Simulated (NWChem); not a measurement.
# Ionisation of isotetrasilane (H10Si4)

SMILES: [SiH3][SiH]([SiH3])[SiH3]
```xyz
14

Si    -0.0054     2.0624    -0.8351
Si     0.0555     0.1795     0.5680
Si     1.8916    -1.1723     0.0035
Si    -1.9346    -1.0467     0.3363
H      1.2580     2.8538    -0.7115
H     -0.1540     1.6155    -2.2552
H     -1.1632     2.9429    -0.4860
H      0.1944     0.6301     1.9922
H      3.1711    -0.4109     0.1474
H      1.7572    -1.6197    -1.4178
H      1.9471    -2.3810     0.8831
H     -1.9167    -2.2535     1.2201
H     -3.1180    -0.2040     0.6930
H     -2.0757    -1.4948    -1.0842
```
Charge 0, spin multiplicity 1.

Program: NWChem. All single points use one geometry, from PBE0/def2-SVP, with no frequency check, so it may be a saddle point.

Basis set: def2-SVP. −ε marks an orbital energy of the parent.

B3LYP has NWChem's definition, with VWN1-RPA local correlation.

### Question
Order these methods by the first vertical ionisation energy they give, lowest first: −ε(HOMO) of HF, −ε(HOMO) of PBE, −ε(HOMO) of B3LYP, −ε(HOMO) of PBE0.

### Answer
−ε(HOMO) of PBE (6.98 eV), −ε(HOMO) of B3LYP (7.83 eV), −ε(HOMO) of PBE0 (8.07 eV), −ε(HOMO) of HF (10.55 eV)
